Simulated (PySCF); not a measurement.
## Heteronuclear NMR

Bonds (- single, = double, # triple, : aromatic): C1-Si2, Si2-N3, Si2-Si4, Si2-C5, C5:C6, C6:C7, C7:C8, C8:C9, C9:C10, C10:C5. C1 carries H11, H12, H13; N3 carries H14, H15; Si4 carries H16, H17, H18; C6 carries H19; C7 carries H20; C8 carries H21; C9 carries H22; C10 carries H23. Stereochemistry as in C[Si@@](N)([SiH3])c1ccccc1.

Computed data (PySCF 2.14): structure optimised with GFN2-xTB, GIAO PBE0/pcSseg-1 shieldings. Relativity neglected, one computed conformer, isolated molecule, equivalent nuclei averaged.

Q: What are the $^{29}$Si shifts?

A: 
| atoms | environment | σ (ppm) | δ (ppm) |
| --- | --- | --- | --- |
| Si2 | silicon bonded to 2 C, N, Si | 361.2 | -17.0 |
| Si4 | silicon bonded to Si, 3 H | 467.6 | -104.4 |

Shieldings were converted by a linear fit to measured shifts: $^{29}$Si: δ = 279.94 − 0.822σ (rms 8.9 ppm, 72 shifts, 25.8 ppm with the 6 outliers that the fit left out vs TMS, solution or neat liquid). Occasional misses reach two or three times the rms, and more in compound classes unlike the fitted ones.

On a 600 MHz spectrometer $^{29}$Si resonates near 119.2 MHz, so 1 ppm is 119.2 Hz.

Q: Predict the $^{15}$N NMR data.

A: 
```tsv
atoms	environment	σ (ppm)	δ (ppm)
N3	nitrogen bonded to Si, 2 H	251.6	-379.9
```

Shieldings were converted by a linear fit to measured shifts: $^{15}$N (scatter 6.3 ppm rms vs CH3NO2, solution or neat liquid). A few per cent of atoms miss by over 2 rms, more outside the fitted compound classes.

On a 500 MHz spectrometer $^{15}$N resonates near 50.7 MHz, so 1 ppm is 50.7 Hz.
